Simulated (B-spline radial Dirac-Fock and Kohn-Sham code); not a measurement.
Two-hole binding energies of Ce⁺

System: Ce⁺, [Xe] 4f1 5d2.

Level of theory: ΔSCF Dirac-Fock with Breit, self-energy and vacuum polarisation, finite nucleus, configuration average; a radial B-spline solver. U is the two-hole binding energy less the two single-hole energies, the effective repulsion of the holes after relaxation. Each two-hole energy is an average over J within one jj subconfiguration.

```
          holes  E(a) (eV)  E(b) (eV)  E(ab) (eV)  U (eV)
   1s⁻¹ 3p3/2⁻¹    40454.5     1201.3     41733.0    77.2
   1s⁻¹ 3d3/2⁻¹    40454.5      916.3     41443.7    72.9
           2s⁻²     6568.5     6568.5     13296.4   159.4
        2p1/2⁻²     6178.5     6178.5     12557.4   200.4
2p1/2⁻¹ 2p3/2⁻¹     6178.5     5737.4     12093.2   177.3
        2p3/2⁻²     5737.4     5737.4     11650.0   175.2
   2s⁻¹ 3p1/2⁻¹     6568.5     1289.6      7926.7    68.5
   2s⁻¹ 3d3/2⁻¹     6568.5      916.3      7557.2    72.4
   2s⁻¹ 3d5/2⁻¹     6568.5      897.9      7537.5    71.1
        3p1/2⁻²     1289.6     1289.6      2634.3    55.0
3p1/2⁻¹ 3p3/2⁻¹     1289.6     1201.3      2540.0    49.1
        4d3/2⁻²      126.0      126.0       272.2    20.2
4d3/2⁻¹ 4d5/2⁻¹      126.0      122.7           ?       ?
        5p1/2⁻²      33.68      33.68       79.21    11.9
```

Problem. Give the missing two-hole energy and U.

Solution. E(ab) = 269.2 eV and U = 20.5 eV.

Values without a named source are computed, but for edge energies of neutral atoms, which are taken from tables.
